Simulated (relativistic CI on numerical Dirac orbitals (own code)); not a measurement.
## Level scheme of Dy63+

Calculated at this level of theory: Dirac-Coulomb-Breit CI, separate exchange-only KLI orbitals for each configuration, QED by a radiative potential, unscaled Slater integrals (own radial code, finite nucleus).

Configuration list (outside the closed core 1s2): 2s, 2p, 3s, 3p, 3d, 4s, 4p, 4d, 4f, 5s, 5p, 5d, 5f, 5g. Levels of other configurations are missing.

The lowest level is 2s 2S_1/2, with 100 % of that term; Hund's rules for 2s give 2S with J = 1/2, in agreement.

| No. | Configuration | Term | J | E (Ry) | % | Landé g | jj configuration (%) |
| --- | --- | --- | --- | --- | --- | --- | --- |
| 1 | 2s | 2S | 1/2 | 0.000 | 100 | 1.962 | 2s (100) |
| 2 | 2p | 2P° | 1/2 | 11.848 | 100 | 0.626 | 2p1/2 (100) |
| 3 | 2p | 2P° | 3/2 | 77.941 | 100 | 1.304 | 2p3/2 (100) |
| 4 | 3s | 2S | 1/2 | 631.715 | 100 | 1.985 | 3s (100) |
| 5 | 3p | 2P° | 1/2 | 634.943 | 100 | 0.649 | 3p1/2 (100) |
| 6 | 3p | 2P° | 3/2 | 654.625 | 100 | 1.321 | 3p3/2 (100) |
| 7 | 3d | 2D | 3/2 | 655.489 | 100 | 0.786 | 3d3/2 (100) |
| 8 | 3d | 2D | 5/2 | 661.231 | 100 | 1.188 | 3d5/2 (100) |
| 9 | 4s | 2S | 1/2 | 848.711 | 100 | 1.993 | 4s (100) |
| 10 | 4p | 2P° | 1/2 | 850.022 | 100 | 0.656 | 4p1/2 (100) |
| 11 | 4p | 2P° | 3/2 | 858.282 | 100 | 1.327 | 4p3/2 (100) |
| 12 | 4d | 2D | 3/2 | 858.647 | 100 | 0.792 | 4d3/2 (100) |
| 13 | 4d | 2D | 5/2 | 861.081 | 100 | 1.193 | 4d5/2 (100) |
| 14 | 4f | 2F° | 5/2 | 861.095 | 100 | 0.850 | 4f5/2 (100) |
| 15 | 4f | 2F° | 7/2 | 862.282 | 100 | 1.136 | 4f7/2 (100) |
| 16 | 5s | 2S | 1/2 | 947.686 | 100 | 1.996 | 5s (100) |
| 17 | 5p | 2P° | 1/2 | 948.343 | 100 | 0.660 | 5p1/2 (100) |
| 18 | 5p | 2P° | 3/2 | 952.549 | 100 | 1.329 | 5p3/2 (100) |
| 19 | 5d | 2D | 3/2 | 952.736 | 100 | 0.795 | 5d3/2 (100) |
| 20 | 5d | 2D | 5/2 | 953.982 | 100 | 1.196 | 5d5/2 (100) |
| 21 | 5f | 2F° | 5/2 | 953.990 | 100 | 0.852 | 5f5/2 (100) |
| 22 | 5g | 2G | 7/2 | 954.599 | 100 | 0.884 | 5g7/2 (100) |
| 23 | 5f | 2F° | 7/2 | 954.600 | 100 | 1.139 | 5f7/2 (100) |
| 24 | 5g | 2G | 9/2 | 954.960 | 100 | 1.107 | 5g9/2 (100) |

Energies count from the lowest computed level; ° marks odd parity. Filled j subshells are mostly left out of the jj labels.

The mean weight of the leading LS term, summed over parents, in these 24 levels is 100 %, and that of the leading jj configuration (from the same eigenvectors) 100 %.

At this charge energies of transitions that change n are usually good to better than 1 %, and those within a shell (Δn = 0) to a few per cent.
